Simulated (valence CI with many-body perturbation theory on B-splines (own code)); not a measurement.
**Forbidden lines of Sm⁴¹⁺**

Level of theory: configuration interaction combined with many-body perturbation theory (CI+MBPT): three valence electrons over a frozen Dirac-Fock core [Ar], a basis of 7 s, 7 p, 8 d, 6 f, 4 g, 1 h functions for each j, with the one-electron correlation potential Σ1 (screened to all orders), the two-electron term Σ2, the three-electron term Σ3, Breit, model QED; selected single and double excitations, second order for the rest, scaled by the run's own slope (own B-spline code, finite nucleus).

The last digits are not significant, and no measured levels were compared; by estimate large intervals hold to a few tenths of a per cent, small ones and those within an open d or f shell to about a per cent. Only levels of the ground parity were solved; by the run's estimate the other parity begins above the list, which can be wrong where configurations are misplaced.

Lines 1 to 50 of 61 in falling wavelength, among levels below 949110 cm⁻¹, chosen from the decays that carry over 1 % of a level's rate. Wavelengths and rates use the calculated energies. S is in atomic units (e²a₀⁴ for E2 and M2, e²a₀⁶ for E3), for M1 in squared Bohr magnetons. Weak lines are less certain than strong ones. Lines between different terms over intervals too small for the method are left out, as are lines whose strength nearly cancels. The highest levels of a list are the least certain.

Levels are named by their leading jj configuration (3d3/2^4 stands for four electrons in 3d with j = 3/2), which in mixed levels can hold well under half, so a name can repeat and another be missing. Letters in brackets count levels of one name in rising energy.

| λ vac (nm) | Upper | Lower | Type | A (s⁻¹) | S (a.u.) |
| --- | --- | --- | --- | --- | --- |
| 1305 | (3d3/2^2 3d5/2) J=9/2 | (3d3/2^2 3d5/2) J=7/2 | M1 | 3.85e+00 | 3.17e+00 |
| 314.7 | (3d3/2^2 3d5/2) J=1/2 | (3d3/2^2 3d5/2) J=3/2 | M1 | 7.27e+02 | 1.68e+00 |
| 165.5 | (3d3/2^2 3d5/2) J=7/2 | (3d3/2^2 3d5/2) J=5/2 [a] | M1 | 3.74e+03 | 5.03e+00 |
| 155.0 | (3d3/2 3d5/2^2) J=11/2 | (3d3/2 3d5/2^2) J=9/2 | M1 | 1.45e+03 | 2.40e+00 |
| 127.6 | (3d3/2 3d5/2^2) J=5/2 [b] | (3d3/2 3d5/2^2) J=3/2 [a] | M1 | 3.42e+03 | 1.58e+00 |
| 99.72 | (3d3/2 3d5/2^2) J=5/2 [a] | (3d3/2 3d5/2^2) J=7/2 [a] | M1 | 3.84e+03 | 8.46e-01 |
| 74.77 | (3d5/2^3) J=3/2 | (3d3/2 3d5/2^2) J=3/2 [b] | M1 | 1.14e+04 | 7.04e-01 |
| 68.67 | (3d3/2^2 3d5/2) J=5/2 [b] | (3d3/2^2 3d5/2) J=7/2 | M1 | 3.27e+03 | 2.36e-01 |
| 66.13 | (3d3/2 3d5/2^2) J=7/2 [b] | (3d3/2 3d5/2^2) J=7/2 [a] | M1 | 7.25e+03 | 6.22e-01 |
| 63.19 | (3d3/2 3d5/2^2) J=5/2 [a] | (3d3/2^2 3d5/2) J=5/2 [b] | M1 | 2.81e+04 | 1.58e+00 |
| 62.28 | (3d3/2^2 3d5/2) J=5/2 [b] | (3d3/2^2 3d5/2) J=3/2 | M1 | 2.17e+04 | 1.16e+00 |
| 56.22 | (3d3/2 3d5/2^2) J=3/2 [b] | (3d3/2 3d5/2^2) J=1/2 | M1 | 2.45e+04 | 6.45e-01 |
| 52.03 | (3d5/2^3) J=5/2 | (3d3/2 3d5/2^2) J=3/2 [b] | M1 | 2.38e+04 | 7.47e-01 |
| 51.48 | (3d3/2 3d5/2^2) J=5/2 [b] | (3d3/2^2 3d5/2) J=5/2 [b] | M1 | 8.20e+04 | 2.49e+00 |
| 51.35 | (3d5/2^3) J=9/2 | (3d3/2 3d5/2^2) J=11/2 | M1 | 1.78e+04 | 8.92e-01 |
| 51.09 | (3d3/2 3d5/2^2) J=3/2 [b] | (3d3/2 3d5/2^2) J=3/2 [a] | M1 | 3.98e+04 | 7.87e-01 |
| 49.33 | (3d3/2^2 3d5/2) J=5/2 [a] | (3d3/2^3) J=3/2 | M1 | 2.23e+05 | 5.96e+00 |
| 49.12 | (3d3/2 3d5/2^2) J=7/2 [a] | (3d3/2^2 3d5/2) J=7/2 | M1 | 8.71e+04 | 3.06e+00 |
| 48.53 | (3d3/2^2 3d5/2) J=5/2 [b] | (3d3/2^2 3d5/2) J=5/2 [a] | M1 | 5.51e+03 | 1.40e-01 |
| 47.80 | (3d3/2 3d5/2^2) J=7/2 [b] | (3d3/2^2 3d5/2) J=5/2 [b] | M1 | 1.32e+04 | 4.29e-01 |
| 45.33 | (3d3/2 3d5/2^2) J=9/2 | (3d3/2^2 3d5/2) J=9/2 | M1 | 1.63e+05 | 5.64e+00 |
| 43.81 | (3d3/2 3d5/2^2) J=9/2 | (3d3/2^2 3d5/2) J=7/2 | M1 | 1.00e+05 | 3.12e+00 |
| 40.86 | (3d3/2 3d5/2^2) J=3/2 [a] | (3d3/2^2 3d5/2) J=1/2 | M1 | 6.10e+04 | 6.17e-01 |
| 40.29 | (3d3/2^2 3d5/2) J=3/2 | (3d3/2^3) J=3/2 | M1 | 1.94e+05 | 1.88e+00 |
| 39.82 | (3d5/2^3) J=3/2 | (3d3/2 3d5/2^2) J=5/2 [b] | M1 | 8.01e+03 | 7.50e-02 |
| 38.57 | (3d5/2^3) J=9/2 | (3d3/2 3d5/2^2) J=9/2 | M1 | 2.36e+05 | 5.02e+00 |
| 38.08 | (3d3/2 3d5/2^2) J=1/2 | (3d3/2^2 3d5/2) J=1/2 | M1 | 3.49e+05 | 1.43e+00 |
| 37.87 | (3d3/2 3d5/2^2) J=7/2 [a] | (3d3/2^2 3d5/2) J=5/2 [a] | M1 | 3.69e+05 | 5.95e+00 |
| 36.17 | (3d3/2 3d5/2^2) J=3/2 [a] | (3d3/2^2 3d5/2) J=3/2 | M1 | 3.58e+05 | 2.51e+00 |
| 35.72 | (3d3/2^2 3d5/2) J=1/2 | (3d3/2^3) J=3/2 | M1 | 7.17e+04 | 2.42e-01 |
| 35.22 | (3d5/2^3) J=9/2 | (3d3/2 3d5/2^2) J=7/2 [a] | M1 | 3.22e+05 | 5.21e+00 |
| 35.07 | (3d3/2 3d5/2^2) J=11/2 | (3d3/2^2 3d5/2) J=9/2 | M1 | 1.13e+05 | 2.17e+00 |
| 34.83 | (3d5/2^3) J=3/2 | (3d3/2 3d5/2^2) J=5/2 [a] | M1 | 2.32e+05 | 1.45e+00 |
| 33.97 | (3d3/2 3d5/2^2) J=1/2 | (3d3/2^2 3d5/2) J=3/2 | M1 | 1.82e+04 | 5.28e-02 |
| 33.94 | (3d5/2^3) J=5/2 | (3d3/2 3d5/2^2) J=7/2 [b] | M1 | 9.08e+04 | 7.89e-01 |
| 32.91 | (3d3/2 3d5/2^2) J=5/2 [a] | (3d3/2^2 3d5/2) J=7/2 | M1 | 2.54e+04 | 2.01e-01 |
| 32.30 | (3d5/2^3) J=5/2 | (3d3/2 3d5/2^2) J=5/2 [b] | M1 | 1.81e+05 | 1.36e+00 |
| 32.09 | (3d5/2^3) J=3/2 | (3d3/2 3d5/2^2) J=1/2 | M1 | 1.26e+05 | 6.20e-01 |
| 32.09 | (3d3/2 3d5/2^2) J=3/2 [b] | (3d3/2^2 3d5/2) J=5/2 [b] | M1 | 2.10e+05 | 1.03e+00 |
| 31.36 | (3d3/2 3d5/2^2) J=5/2 [a] | (3d3/2^2 3d5/2) J=3/2 | M1 | 1.79e+05 | 1.23e+00 |
| 31.06 | (3d3/2 3d5/2^2) J=3/2 [a] | (3d3/2^2 3d5/2) J=5/2 [a] | M1 | 1.80e+05 | 8.02e-01 |
| 30.35 | (3d5/2^3) J=3/2 | (3d3/2 3d5/2^2) J=3/2 [a] | M1 | 2.07e+05 | 8.57e-01 |
| 29.42 | (3d3/2 3d5/2^2) J=5/2 [b] | (3d3/2^2 3d5/2) J=7/2 | M1 | 9.84e+04 | 5.57e-01 |
| 28.94 | (3d5/2^3) J=5/2 | (3d3/2 3d5/2^2) J=5/2 [a] | M1 | 1.58e+05 | 8.53e-01 |
| 28.81 | (3d3/2 3d5/2^2) J=7/2 [b] | (3d3/2^2 3d5/2) J=9/2 | M1 | 6.36e+04 | 4.51e-01 |
| 28.18 | (3d3/2 3d5/2^2) J=7/2 [b] | (3d3/2^2 3d5/2) J=7/2 | M1 | 5.73e+04 | 3.81e-01 |
| 28.18 | (3d3/2 3d5/2^2) J=5/2 [b] | (3d3/2^2 3d5/2) J=3/2 | M1 | 4.37e+03 | 2.18e-02 |
| 27.45 | (3d3/2 3d5/2^2) J=5/2 [a] | (3d3/2^2 3d5/2) J=5/2 [a] | M1 | 3.15e+04 | 1.45e-01 |
| 25.78 | (3d5/2^3) J=5/2 | (3d3/2 3d5/2^2) J=3/2 [a] | M1 | 2.56e+05 | 9.74e-01 |
| 24.98 | (3d3/2 3d5/2^2) J=5/2 [b] | (3d3/2^2 3d5/2) J=5/2 [a] | M1 | 7.82e+03 | 2.71e-02 |
